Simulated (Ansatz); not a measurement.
C$_{2}$H$_{6}$SSi$_{2}$, SMILES `[SiH3]C#CS[SiH3]` from Hartree–Fock to CCSD(T)

Cartesian coordinates in Å:
```
Si -1.160 1.718 -1.743
C -0.166 0.344 -1.096
C 0.499 -0.575 -0.660
S 1.425 -1.850 -0.089
Si 0.986 -1.520 1.998
H -2.218 1.197 -2.644
H -0.295 2.659 -2.497
H -1.791 2.434 -0.606
H -0.472 -1.651 2.226
H 1.736 -2.582 2.713
H 1.456 -0.174 2.398
```

Total charge 0; spin multiplicity 1. All single points use the PBE0-D4/def2-TZVP geometry. Frozen core, restricted reference, the Gaussian-basis code of Ansatz. CBS rows extrapolate triple and quadruple zeta; past MP2 they add the triple-zeta difference.

```
     basis      HF (Eh)  MP2 corr.
def2-TZVPP  -1054.65206   -0.72430
def2-QZVPP  -1054.68429   -0.77735
```

**Question.** Estimate the CCSD correlation energy and the (T) correction in each basis where they were run (hartree).

**Answer.** 
```tsv
basis	CCSD corr.	(T)
def2-TZVPP	-0.77992	-0.03803
CBS(def2)	-0.87227	as TZ
```
